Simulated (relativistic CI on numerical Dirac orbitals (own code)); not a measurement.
## Hg³⁺: 4d photoemission

Computed with this model: Dirac-Coulomb-Breit CI, KLI orbitals optimised for each configuration, model QED (radiative potential, 1s self-energy scaled to tabulated hydrogen-like ionisation energies), valence Slater integrals scaled by 0.7, multiplet model of photoemission in the sudden approximation; configurations [Xe] 4f14 5d9 → [Kr] 4d9 4f14 5s2 5p6 5d9; 300 K; Lorentzian 2.45 eV and Gaussian 0.6 eV FWHM. Energies are those of the free ion, without screening or charge transfer. The energies are binding energies and can lie tens of eV above those of solids. S is read from ⟨S²⟩ = S(S + 1).

Field parameters in Wybourne normalisation: D4h B²₀ = −7Ds, B⁴₀ = 21(Dq − Dt), B⁴₄ = 21√(5/14) Dq. The field is a parameter set, without covalency.

free ion: ground-state S = 0.50, centroid 413.15 eV. Peaks (eV, height): 405.2 (100), 425.0 (76).

D4h, 10Dq = 40150, Ds = -1500, Dt = 370 cm⁻¹: ground-state S = 0.50, centroid 413.22 eV. Peaks (eV, height): 405.2 (100), 425.0 (70).

Strongest unbroadened transitions for free ion:

```csv
Energy (eV),Relative strength
404.42,63.5
404.88,100.0
405.03,27.0
405.67,79.7
406.30,44.5
407.05,0.2
407.49,1.0
407.66,9.1
407.84,2.3
408.11,0.3
424.45,63.2
424.87,44.9
425.20,81.6
425.38,26.0
426.36,0.4
426.40,1.3
427.42,0.5
429.05,0.0
```
